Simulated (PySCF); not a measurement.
Estimate the missing entries of this data sheet.

Compound: N,N-diethylacetamide, C6H13NO.
Z-matrix (Å and degrees, PBE0-D3(BJ)/def2-SVP geometry), rows numbered from 1:
```
C 
C   1  1.5198
N   2  1.4524  1  112.91
C   3  1.4474  2  117.66  1    92.10
C   4  1.5218  3  113.75  2    84.59
C   3  1.3684  2  117.73  1   -87.82
C   6  1.5145  3  117.45  2  -179.88
O   6  1.2184  3  121.49  2     0.47
H   1  1.1019  2  111.56  3   -57.88
H   1  1.0994  2  109.88  3    62.45
H   1  1.1008  2  110.78  3  -178.04
H   2  1.1022  1  110.69  3   121.30
H   2  1.0989  1  109.71  3  -120.08
H   4  1.0990  3  109.51  2  -151.73
H   4  1.1033  3  107.89  2   -37.53
H   5  1.1008  4  110.86  3  -178.05
H   5  1.1006  4  111.07  3    61.70
H   5  1.1008  4  111.18  3   -58.10
H   7  1.0998  6  112.66  3    53.32
H   7  1.1013  6  111.14  3   -67.78
H   7  1.0957  6  107.20  3   173.70
```

```tsv
property	level	value
point group	PBE0-D3(BJ)/def2-SVP	?
rotational constants A, B, C	PBE0-D3(BJ)/def2-SVP	?
dipole moment	PBE0/def2-SVPD	3.95 D
HOMO energy	PBE0/def2-SVPD	-6.90 eV
LUMO energy	PBE0/def2-SVPD	?
lowest singlet excitation	TDDFT PBE0/def2-SVPD	5.70 eV (218 nm, f = 0.001)
strongest line among the 6 lowest singlet transitions	TDDFT PBE0/def2-SVPD	?
static isotropic polarisability	PBE0/def2-SVPD	86.0 au
electronic spatial extent ⟨r²⟩ about the centre of nuclear charge	PBE0/def2-SVPD	1131 bohr²
```

The electronic properties come from PySCF, for the isolated species, density fitting.

Problem. What are the rotational constants A, B, C?

Solution. 2.073, 1.952, 1.162 GHz.

Problem. Give the point group.

Solution. C1.

Problem. Give the strongest line among the 6 lowest singlet transitions.

Solution. S3 at 6.67 eV (186 nm, f = 0.137).

Problem. What is the LUMO energy?

Solution. 0.45 eV.

In atomic units the dipole is 1.55 e·bohr (1 au = 2.5417 D). In wavenumbers S1 is 45900 cm⁻¹ (1 eV = 8065.54 cm⁻¹). No computed singlet falls in the visible range (750 to 380 nm, 1.65 to 3.26 eV); S1 lies 2.44 eV above its blue end. The rotational constants make it an asymmetric top with κ = (2B − A − C)/(A − C) = 0.73, nearer the oblate limit (+1). With B = h/(8π²I), that is 505.379 GHz u Å² over I, the principal moments of inertia are 243.8, 258.9 and 435.0 u Å² (most abundant isotopes); the inertial defect Ic − Ia − Ib is -67.7 u Å² (zero for a rigid planar frame, negative otherwise). The polarisability is 12.75 Å³ as a volume (1 au = 0.148185 Å³), or 1.34 au for each of the 64 electrons.

One conformer stands for the species.
